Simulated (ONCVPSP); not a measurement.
## Potentials for Hg (Z = 80) compared

Generated with ld1.x 7.5 (TM, RRKJ, ultrasoft, PAW), atompaw 4.2 or ONCVPSP 4.0.1. The cutoff is in Ry: for ld1.x and atompaw files where the sum of valence levels is converged to 10 mRy in a Bessel basis, for ONCV files where the hardest occupied wave has 1 mHa per electron of residual kinetic energy. The error is the largest all-electron minus pseudo excitation energy over each file’s own four to seven test configurations (ionisations up to +4, promotions, holes and added fractions of an electron), all of which were solved. The labels leave out finer settings (local radius, basis sizes, second energies), which also bear on the numbers. Spin-polarised tests are not counted. The rows are a selection from randomly drawn settings: files with unsolved tests, undetermined cutoffs or missed reference levels are left out.

A true bound ghost makes a file unfit for plane-wave use even where its test errors are small: the radial tests pick states by their node count and pass the ghost by.

```csv
potential,cutoff (Ry),largest error (meV),bound ghosts
"ONCV, LDA (Perdew-Zunger), scalar-relativistic, rc 1.45/1.65/1.80 (spd), local smoothed, core correction no, reference 5s2 5p6 5d10 6s2, qcut 7.1/9.3/7.4, projectors 2/1/1",103,-209,none
"ONCV, LDA (Perdew-Wang 92), scalar-relativistic, rc 1.55/1.55/2.25 (spd), local p, core correction no, reference 5s2 5p6 5d10 6s2, qcut 8.5/7.2/6.8, projectors 2/0/3",51,-19,none
```

Problem. Fill in the row for Hg: ONCV, LDA (Perdew-Wang 92), fully relativistic, rc 1.60/1.55/1.80 (spd), local smoothed, core correction yes, reference 5s2 5p6 5d10 6s2, qcut 8.5/8.8/8.2, projectors 2/3/2.

Solution. cutoff 49 Ry, largest error -7.0 meV, bound ghosts: none.

Problem. Fill in the row for Hg: ONCV, PBE, scalar-relativistic, rc 1.50/1.40/1.85/0.70 (spdf), local smoothed, core correction yes, reference 4f14 5s2 5p6 5d10 6s2, qcut 10.1/11.9/9.5/20.3, projectors 2/2/1/2.

Solution. cutoff 984 Ry, largest error +19 meV, bound ghosts: s, p.

Problem. Fill in the row for Hg: ONCV, PW91, scalar-relativistic, rc 1.90/2.20/2.25 (spd), local smoothed, core correction yes, reference 5d10 6s2, qcut 3.1/3.4/8.1, projectors 2/2/2.

Solution. cutoff 92 Ry, largest error -386 meV, bound ghosts: s, p.
